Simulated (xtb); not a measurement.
C4H8BN, SMILES C#CCB(C)N. All values are semi-empirical tight-binding results from xtb (GFN2-xTB unless named), good for trends rather than for accurate numbers. Geometry optimised at GFN2-xTB. This is a generated structure with no PubChem entry under its InChIKey; it may be hypothetical. The values are those of a single conformer.

Optimised geometry:

Bonded distances (Å): C1–C2 1.197, C1–H7 1.049, C2–C3 1.449, C3–B4 1.604, C3–H8 1.094, C3–H9 1.093, B4–C5 1.585, B4–N6 1.382, C5–H10 1.088, C5–H11 1.089, C5–H12 1.089, N6–H13 1.007, N6–H14 1.006. Bond angles (°): C2–C1–H7 178.7, C1–C2–C3 178.6, C2–C3–B4 109.4, C2–C3–H8 108.0, C2–C3–H9 107.9, B4–C3–H8 111.9, B4–C3–H9 111.9, H8–C3–H9 107.6, C3–B4–C5 120.6, C3–B4–N6 118.7, C5–B4–N6 120.7, B4–C5–H10 113.3, B4–C5–H11 111.2, B4–C5–H12 110.6, H10–C5–H11 107.4, H10–C5–H12 107.6, H11–C5–H12 106.3, B4–N6–H13 123.7, B4–N6–H14 123.6, H13–N6–H14 112.6.

Computed properties:
| Item | Result |
|---|---|
| orbital gap | 5.35 eV |
| dipole moment | 2.12 D |
| zero-point energy | 70.7 kcal/mol |
| G − E(el) at 298.15 K (modified RRHO) | 50.4 kcal/mol |
| static polarisability (D4 model) | 66.1 bohr³ |
| solvation energy, GFN2-xTB/ALPB(water) | -3.7 kcal/mol |
| solvation energy, GFN2-xTB/ALPB(ch2cl2) | -6.4 kcal/mol |

Computed IR lines (harmonic; lines under 4 % of the strongest left out, lines within 3 cm⁻¹ merged):
ν (cm⁻¹): 625 (vs), 633 (w), 845 (w), 871 (m), 897 (w), 1001 (w), 1116 (w), 1174 (s), 1225 (m), 1392 (m), 1401 (s), 1548 (s), 2289 (m), 2945 (m), 2968 (m), 3011 (m), 3023 (m), 3030 (w) (against the strongest line: vs over 80 %, s over 45 %, m over 15 %, w over 4 %, vw less)

Problem. Give the atomic charges and the Wiberg bond orders between heavy atoms. (An estimate is asked for; the answer gives what the named calculation found.)

Solution. charges (e) C1 -0.14, C2 -0.03, C3 -0.12, B4 0.26, C5 -0.19, N6 -0.32, H7 0.06, H8 0.04, H9 0.04, H10 0.02, H11 0.03, H12 0.04, H13 0.16, H14 0.16. Bond orders C1–C2 2.87, C2–C3 1.05, C3–B4 0.94, B4–C5 1.01, B4–N6 1.40.
